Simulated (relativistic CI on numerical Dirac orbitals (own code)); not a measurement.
## Electric-dipole transitions in Ge5+

Computed by Dirac-Coulomb-Breit CI, separate exchange-only KLI orbitals for each configuration, QED by a radiative potential, valence Slater integrals scaled by 0.85, P86 correlation estimate, and configurations built on the next ion tied to the tabulated ionisation energy (semi-empirical) (own radial code, finite nucleus).

CI space (outside the closed core [Ne]): 3s²3p⁶3d⁹, 3s²3p⁶3d⁸4s, 3s²3p⁶3d⁸4p, 3s²3p⁶3d⁸4d, 3s²3p⁶3d⁸5s, 3s²3p⁶3d⁸4f, 3s²3p⁵3d¹⁰, 3s²3p⁶3d⁸5p, 3s²3p⁶3d⁷4s², 3s²3p⁶3d⁸5d, 3s3p⁶3d¹⁰, 3s²3p⁶3d⁸5f, 3s²3p⁶3d⁸5g, 3s²3p⁶3d⁷4s4p, 3s²3p⁶3d⁷4p², 3s²3p⁶3d⁷4s4d, 3s²3p⁶3d⁷4p4d. Levels of other configurations are missing.

```csv
λ vac (nm),Lower,Upper,A (s⁻¹),log gf,S velocity/length
14.079,3s²3p⁶3d⁹ ²D3/2 [2],3s²3p⁶3d⁸4f ²F°5/2 [261],4.64e+10,-0.08,1.00
64.354,3s²3p⁶3d⁸4p ⁴D°7/2 [19],3s²3p⁶3d⁸4d ⁴D5/2 [65],8.59e+09,0.51,0.95
64.621,3s²3p⁶3d⁸4p ⁴D°7/2 [19],3s²3p⁶3d⁸4d ⁴D7/2 [64],5.51e+09,0.44,0.96
64.648,3s²3p⁶3d⁸4p ⁴G°9/2 [20],3s²3p⁶3d⁸4d ⁴G9/2 [69],4.40e+09,0.44,0.96
65.078,3s²3p⁶3d⁸4p ⁴G°9/2 [20],3s²3p⁶3d⁸4d ⁴H11/2 [67],8.36e+09,0.80,0.98
65.200,3s²3p⁶3d⁸4p ⁴G°7/2 [23],3s²3p⁶3d⁸4d ⁴F9/2 [74],4.36e+09,0.44,0.98
65.243,3s²3p⁶3d⁸4p ²H°9/2 [50],3s²3p⁶3d⁸4d ²I11/2 [117],9.77e+09,0.87,0.99
65.316,3s²3p⁶3d⁸4p ²F°5/2 [40],3s²3p⁶3d⁸4d ²G7/2 [97],7.15e+09,0.56,0.98
66.036,3s²3p⁶3d⁸4p ⁴F°5/2 [30],3s²3p⁶3d⁸4d ⁴G7/2 [84],5.65e+09,0.47,0.97
66.171,3s²3p⁶3d⁸4p ⁴D°7/2 [49],3s²3p⁶3d⁸4d ⁴F9/2 [109],7.03e+09,0.66,0.97
66.208,3s²3p⁶3d⁸4p ²F°7/2 [41],3s²3p⁶3d⁸4d ²G9/2 [98],8.40e+09,0.74,0.98
66.282,3s²3p⁶3d⁸4p ⁴G°11/2 [22],3s²3p⁶3d⁸4d ⁴H13/2 [66],9.78e+09,0.96,0.98
66.340,3s²3p⁶3d⁸4p ⁴F°7/2 [28],3s²3p⁶3d⁸4d ⁴H9/2 [76],6.15e+09,0.61,0.98
66.607,3s²3p⁶3d⁸4p ²H°11/2 [53],3s²3p⁶3d⁸4d ²I13/2 [118],9.68e+09,0.96,0.98
66.621,3s²3p⁶3d⁸4p ²G°9/2 [29],3s²3p⁶3d⁸4d ⁴H11/2 [77],9.52e+09,0.88,0.98
66.807,3s²3p⁶3d⁸4p ²G°7/2 [34],3s²3p⁶3d⁸4d ²H9/2 [89],9.05e+09,0.78,0.98
67.025,3s²3p⁶3d⁸4p ⁴F°9/2 [27],3s²3p⁶3d⁸4d ⁴G11/2 [70],6.99e+09,0.75,0.98
67.187,3s²3p⁶3d⁸4p ²F°7/2 [32],3s²3p⁶3d⁸4d ²G9/2 [83],5.76e+09,0.59,0.98
85.135,3s²3p⁶3d⁸4d ²I11/2 [117],3s²3p⁶3d⁸4f ²K°13/2 [269],7.56e+09,1.06,0.98
85.494,3s²3p⁶3d⁸4d ²I13/2 [118],3s²3p⁶3d⁸4f ²K°15/2 [268],7.58e+09,1.12,0.98
85.940,3s²3p⁶3d⁸4d ⁴H13/2 [66],3s²3p⁶3d⁸4f ⁴I°15/2 [171],7.50e+09,1.12,0.98
86.104,3s²3p⁶3d⁸4d ⁴H11/2 [67],3s²3p⁶3d⁸4f ²I°13/2 [173],6.09e+09,0.98,0.98
86.276,3s²3p⁶3d⁸4d ⁴H9/2 [76],3s²3p⁶3d⁸4f ⁴I°11/2 [192],5.91e+09,0.90,0.98
86.406,3s²3p⁶3d⁸4d ⁴H11/2 [77],3s²3p⁶3d⁸4f ⁴I°13/2 [190],7.20e+09,1.05,0.98
86.648,3s²3p⁶3d⁸4d ⁴F9/2 [109],3s²3p⁶3d⁸4f ⁴G°11/2 [251],7.26e+09,0.99,0.97
86.659,3s²3p⁶3d⁸4d ²G9/2 [98],3s²3p⁶3d⁸4f ²H°11/2 [237],7.30e+09,0.99,0.97
86.728,3s²3p⁶3d⁸4d ⁴G11/2 [70],3s²3p⁶3d⁸4f ⁴H°13/2 [176],5.45e+09,0.93,0.98
86.984,3s²3p⁶3d⁸4d ²H9/2 [89],3s²3p⁶3d⁸4f ²I°11/2 [209],6.60e+09,0.95,0.98
88.105,3s²3p⁶3d⁸4s ²G9/2 [16],3s²3p⁶3d⁸4p ²G°9/2 [61],2.38e+09,0.44,0.94
88.593,3s²3p⁶3d⁸4s ²G7/2 [17],3s²3p⁶3d⁸4p ²G°7/2 [60],2.57e+09,0.38,0.94
90.897,3s²3p⁶3d⁸4s ⁴F9/2 [3],3s²3p⁶3d⁸4p ⁴F°9/2 [27],1.51e+09,0.27,0.95
91.603,3s²3p⁶3d⁸4s ⁴F7/2 [4],3s²3p⁶3d⁸4p ⁴F°7/2 [28],1.25e+09,0.10,0.94
92.977,3s²3p⁶3d⁸4s ⁴F7/2 [4],3s²3p⁶3d⁸4p ⁴F°9/2 [27],7.10e+08,-0.04,0.97
93.679,3s²3p⁶3d⁸4s ⁴F9/2 [3],3s²3p⁶3d⁸4p ⁴G°11/2 [22],2.32e+09,0.56,0.99
95.523,3s²3p⁶3d⁸4s ⁴F7/2 [4],3s²3p⁶3d⁸4p ⁴G°7/2 [23],9.69e+08,0.03,0.96
95.759,3s²3p⁶3d⁸4s ⁴F9/2 [3],3s²3p⁶3d⁸4p ⁴G°9/2 [20],8.18e+08,0.05,0.95
96.401,3s²3p⁶3d⁸4s ²G9/2 [16],3s²3p⁶3d⁸4p ²H°11/2 [53],2.17e+09,0.56,1.00
96.459,3s²3p⁶3d⁸4s ²F7/2 [7],3s²3p⁶3d⁸4p ²G°9/2 [29],1.69e+09,0.37,0.99
96.983,3s²3p⁶3d⁸4s ⁴F5/2 [5],3s²3p⁶3d⁸4p ⁴D°3/2 [24],1.83e+09,0.01,0.93
97.453,3s²3p⁶3d⁸4s ⁴F3/2 [6],3s²3p⁶3d⁸4p ⁴G°5/2 [25],1.20e+09,0.01,0.99
97.569,3s²3p⁶3d⁸4s ⁴F7/2 [4],3s²3p⁶3d⁸4p ⁴D°5/2 [21],1.81e+09,0.19,0.93
97.769,3s²3p⁶3d⁸4s ⁴F5/2 [5],3s²3p⁶3d⁸4p ⁴G°7/2 [23],9.91e+08,0.06,0.99
98.071,3s²3p⁶3d⁸4s ⁴F7/2 [4],3s²3p⁶3d⁸4p ⁴G°9/2 [20],9.93e+08,0.16,0.99
99.065,3s²3p⁶3d⁸4s ⁴F9/2 [3],3s²3p⁶3d⁸4p ⁴D°7/2 [19],1.86e+09,0.34,0.92
99.923,3s²3p⁶3d⁸4s ²G7/2 [17],3s²3p⁶3d⁸4p ²H°9/2 [50],1.77e+09,0.42,1.00
```

Terms are leading LS components. Brackets give the number of a level in order of energy, since labels repeat. The list gives strong lines, with weight on those to low levels, without configurations that were not tied to measured data, among the lowest 300 of 2273 levels, so that lines to higher ones, which can be the strongest, are missing. Levels whose partners in the same complex of configurations lie outside the list can be far off, and so can their lines. Rates are taken at the computed energies, electric ones in the length gauge. A velocity-to-length ratio far from 1 marks an uncertain rate.

Configurations that consist of the next ion and one excited electron were tied to the tabulated ionisation energy; Rydberg ones are usually within 1,000 to 3,000 cm⁻¹ and the lowest ones within about 6,000 (9,000 in d shells), while levels on excited terms of the next ion carry the error of that term, and the other configurations can be misplaced by 10,000 cm⁻¹ or more. Rates follow the energies as ν³ (E1, M1) or ν⁵ (E2), so rates, branching and lifetimes can be off by large factors. 40 of the 48 excited levels that our extract of the measured tables holds in this range could be paired (the sources list more); they are missed by 4610 cm⁻¹ on average and 5798 at most, and levels without a partner can miss by more.

LS names give the leading component of a level, which can be under half, so a name can repeat, a term be missing and a line seem to break the LS rules.
